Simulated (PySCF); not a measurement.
How methods differ on the excitation energy of Si

Si [Ne] 3s2 3p2 (3P) → Si [Ne] 3s1 3p2 4s1 (5P), as a difference of total energies. All numbers are calculated (PySCF 2.14, scalar relativity by spin-free X2C-1e, in x2c-QZVPPall with one added diffuse shell each of s, p, d, f type (10s7p5d3f1g, 86 functions)). Correlated levels: valence: [Ne] frozen. The calculations carry no spin-orbit coupling.

| method | excitation energy (eV) |
| --- | --- |
| UHF | 8.540 |
| MP2 (valence) | 9.738 |
| SCS-MP2 (valence) | 10.119 |
| CCSD (valence) | 9.974 |
| CCSD(T) (valence) | 10.039 |

Q: How much does correlation contribute at CCSD(T) (valence)?

A: 10.039 − (8.540) = 1.499 eV, measured against UHF.

The upper state lies above the first ionisation limit, but in LS coupling its spin forbids autoionisation to the ground ion. A Rydberg-like electron needs more diffuse functions than a valence basis has.

The promoted electron is Rydberg-like, and one or two diffuse shells describe it only roughly, which tends to raise the upper state.
